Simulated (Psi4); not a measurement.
A dimer, F2Mg ··· H4OSi (SMILES [F][Mg][F] and O[SiH3]); the first 3 atoms form monomer A.

```
9

Mg     0.0000     0.0001     0.0002
F     -0.2133     1.3807    -1.0542
F      0.2133    -1.3808     1.0540
Si     1.8085     1.7010     2.5819
O      0.9782     1.3155     1.2061
H      1.1679     2.8241     3.3106
H      1.7897     0.4851     3.4179
H      3.2103     2.0872     2.2846
H      0.8787     1.9852     0.5258
```

### Question
What interaction energy does SAPT0/jun-cc-pVDZ, frozen core run with Psi4 give, and which attractive term is the largest?

### Answer
Total -85.52 kJ/mol: electrostatics -160.76, exchange 128.38, induction -42.42, dispersion -10.71. The most attractive term is electrostatics.
